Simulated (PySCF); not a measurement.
Working out the ionisation energy of Os²⁺

Os²⁺ [Xe] 4f14 5d6 (5D) → Os³⁺ [Xe] 4f14 5d5 (6S). Computed with PySCF 2.14 in aug-cc-pVDZ-PP with ECP60MDF (5s5p4d2f, 54 functions), with a scalar-relativistic core potential. Frozen: 5s2 5p6. Energies in hartree (1 hartree = 27.21139 eV):

```csv
part,Os²⁺ (lower),Os³⁺ (upper)
UHF,-89.237927,-88.323469
CCSD correlation,-0.083811,-0.044179
(T),-0.001589,-0.000157
```

Q: What does Hartree-Fock give?

A: (-88.323469) − (-89.237927) = 0.914458 hartree = 24.884 eV.

Q: What do CCSD and CCSD(T) give?

A: The CCSD correlation energies differ by 0.039632 hartree = 1.078 eV and the triples by 0.001432 hartree = 0.039 eV, so CCSD gives 25.962 eV and CCSD(T) 26.001 eV.

Reference: 25 ± 1.6 eV (theoretical estimate listed by NIST; NIST Atomic Spectra Database, ionization energies), between the lowest levels; spin-orbit coupling is absent from the calculation.

A double-zeta basis recovers only part of the correlation energy.

What remains against the reference includes basis incompleteness, the frozen core and higher excitations.
